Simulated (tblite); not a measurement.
Compound: C5H11FOSi.
Geometry (GFN2-xTB, Å), atoms numbered from 1 in this order:
```xyz
19
C5H11FOSi angstrom
C     -3.0240   -0.6332   -0.6104
C     -1.6487    0.0173   -0.7059
C     -1.0986    0.3829    0.6723
Si     0.6107    1.1936    0.6287
O      1.5557   -0.0051    0.0339
C      2.8642   -0.0141   -0.2544
C      3.4526   -1.0830   -0.7688
F      4.7679   -1.0676   -1.0536
H     -2.9747   -1.5466   -0.0206
H     -3.7312    0.0429   -0.1334
H     -3.4012   -0.8826   -1.5999
H     -1.7187    0.9176   -1.3202
H     -0.9572   -0.6679   -1.1993
H     -1.0692   -0.5187    1.2875
H     -1.7935    1.0671    1.1608
H      1.0815    1.5871    1.9601
H      0.6652    2.3559   -0.2637
H      3.4301    0.8868   -0.0539
H      2.9793   -2.0231   -1.0012
```

Computed values, GFN2-xTB/tblite, gas phase, harmonic and unscaled. Against measured fundamentals such values can be off by several per cent, at times by over 20. Modes of hydrogen on silicon can be 10 to 20 % off. One conformer, not necessarily the lowest.

Harmonic wavenumbers (cm⁻¹): 34.1, 45.0, 60.8, 71.3, 113.8, 168.7, 230.7, 238.4, 312.1, 327.7, 365.8, 450.7, 503.6, 604.2, 690.9, 693.0, 743.4, 795.9, 809.1, 831.6, 857.4, 956.0, 971.4, 1017.3, 1079.9, 1103.8, 1115.5, 1199.6, 1226.5, 1230.1, 1255.6, 1278.2, 1284.9, 1353.4, 1414.9, 1481.9, 1495.8, 1503.7, 1507.2, 1721.7, 2217.6, 2251.4, 2963.8, 2974.3, 2985.5, 2991.8, 3024.8, 3027.5, 3032.4, 3046.3, 3109.4.

A = 3462, B = 593.4, C = 522.5 MHz; mass 134.056 u (most abundant isotopes); point group C1, symmetry number 1.

Question: What is the zero-point energy?

Answer: ½Σν̃ = 32385 cm⁻¹ = 387.41 kJ/mol.

Question: What is S at 400 K and 1 bar for an ideal gas of classical rigid rotors and harmonic oscillators?

Answer: Translation 176.05, rotation 129.53, vibration 198.28: S = 503.9 J/(mol K).

Question: And Cp and H(400 K) − H(0)?

Answer: Cp = 208.50 J/(mol K), of which vibrations give 175.24 (their classical limit is 51 R = 424.0); H(400 K) − H(0) = 51.11 kJ/mol without the zero-point energy, 37.81 from vibrations.

Question: How do the functions run with temperature in this model?

Answer: 
```
 T (K)  S (J/(mol K))  Cp (J/(mol K))  H − H(0) (kJ/mol)  G − H(0) (kJ/mol)  ln q(vib)
    50          262.2            66.8               2.47             -10.64       1.17
   100          315.8            89.6               6.40             -25.18       3.08
298.15          448.7           168.4              31.88            -101.89       9.52
373.15          489.7           198.4              45.65            -137.10      11.71
   500          554.2           242.6              73.72            -203.37      15.27
   750          665.3           305.4             142.79            -356.21      21.86
  1000          759.2           346.7             224.64            -534.60      27.88
```

q(vib) and H(0) count from the zero-point level.

Question: Blend soft modes into free rotors: weight 1/[1 + (100 cm⁻¹/ν̃)⁴] for the oscillator and the rest for a rotor with moment μB/(μ + B), μ = h/(8π²ν), B = 10⁻⁴⁴ kg m². What vibrational entropy results?

Answer: 173.13 J/(mol K) in place of 198.28, which changes −T·S at 400 K by +10.06 kJ/mol.

Question: Which modes carry the vibrational entropy at 400 K?

Answer: 34.1 cm⁻¹: 25.77; 45.0 cm⁻¹: 23.46; 60.8 cm⁻¹: 20.97; 71.3 cm⁻¹: 19.65; 113.8 cm⁻¹: 15.80; 168.7 cm⁻¹: 12.59 J/(mol K); the other 45 give 80.04 together.

Hindered rotation and anharmonicity are outside this model. Other conformers, if any are populated, would add a mixing term that is left out. The structure is chiral; the term R ln 2 for an equal mix with its mirror image is left out.
